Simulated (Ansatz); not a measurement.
Cartesian coordinates in Å:
```
C 0.658 -2.354 0.910
C 1.019 -1.258 0.578
O 1.434 -0.091 0.219
C 0.453 0.969 0.311
Si -0.977 0.800 -0.929
H 0.350 -3.330 1.194
H 0.084 1.023 1.340
H 1.013 1.883 0.108
H -1.829 -0.372 -0.620
H -0.426 0.684 -2.302
H -1.779 2.046 -0.810
```

Charge 0, multiplicity 1.

**Question.** List the CAM-B3LYP/def2-TZVPP orbital energies in eV (the Gaussian-basis code of Ansatz). (Estimate.)

**Answer.** Ansatz gave: Occupied: -1801.09, -524.35, -280.60, -280.28, -278.47, -145.70, -101.03, -101.02, -101.01, -32.36, -22.95, -21.67, -17.81, -16.59, -15.82, -15.40, -14.39, -12.65, -11.47, -11.29, -10.88, -9.10, -8.35. Lowest empty: 1.25, 1.71, 2.20, 2.35, 2.70, 2.86, 3.12, 3.30.
